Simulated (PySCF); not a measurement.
Compound: C4H9SSi2 (doublet state).
Structure used (GFN2-xTB), in Å, numbered top down from 1:
```xyz
16
C4H9SSi2 angstrom
C      2.660   -1.582    0.352
Si     2.722   -0.064   -0.695
C      1.037    0.720   -0.607
C     -0.061    1.226   -0.532
Si    -1.763    1.903   -0.308
S     -2.610    0.875    1.390
C     -2.423   -0.846    0.834
H      2.205   -1.587    1.328
H      3.076   -2.524    0.045
H      3.673    0.938   -0.186
H      3.008   -0.397   -2.094
H     -2.577    1.585   -1.481
H     -1.779    3.301    0.087
H     -1.387   -1.030    0.566
H     -2.715   -1.480    1.664
H     -3.074   -1.028   -0.016
```

The hyperfine couplings belong to this conformer and change with its torsions.

The species is `[CH2][SiH2]C#C[SiH2]SC` [radical].

The calculation used UKS B3LYP, pcH-1 on C H S Si, non-relativistic, mean-field spin-orbit, GIAO (PySCF). Geometry: GFN2-xTB, one conformer, isolated molecule. A GFN2-xTB geometry isn't a minimum of the functional, and hyperfine couplings can be far from their values at a DFT geometry. The SCF solution wasn't tested for stability.

**Question.** Where do the isotropic ENDOR lines of H8/H9 and H10/H11 fall at 1219.9 mT, to first order?

**Answer.** ν± = |νn ± a/2|, one line for each electron-spin manifold; νn = |g_N| × 7.62259 MHz/T × B.

```
 nuclei  isotope     g_N  νn (MHz)  a_iso (MHz)  lower line (MHz)  upper line (MHz)
  H8/H9       1H  5.5857     51.94       -58.90             22.49             81.39
H10/H11       1H  5.5857     51.94        41.98             30.95             72.93
```

**Question.** Which pairs are centred on the nuclear Larmor frequency, and which on half the coupling?

**Answer.** Centred on νn, since |a| < 2νn: H8/H9 and H10/H11. No pair has |a| > 2νn.

**Question.** At what field would the lower line of H8/H9 fall to zero frequency?

**Answer.** Where νn = |a|/2, that is B = 29.45 MHz/(5.5857 × 7.62259 MHz/T) = 692 mT, as far as first order holds there.

Means are taken over nuclei equivalent by connectivity, which assumes that they swap fast. The 1H value of +42.0 MHz is a mean of couplings from 6.2 to 77.8 MHz in this one geometry, not an average over conformers.

The largest Mulliken spin population is on C1 (+1.05). The angles at C1 add up to 360.0°, so it is planar; its axial dipolar tensor and the negative couplings of its protons fit spin in a p orbital normal to that plane.

On one thread of an Arm Neoverse V1 (shared host), this took 1.8 min (grids of density and orbitals included) and 1.0 GiB of memory at its peak.
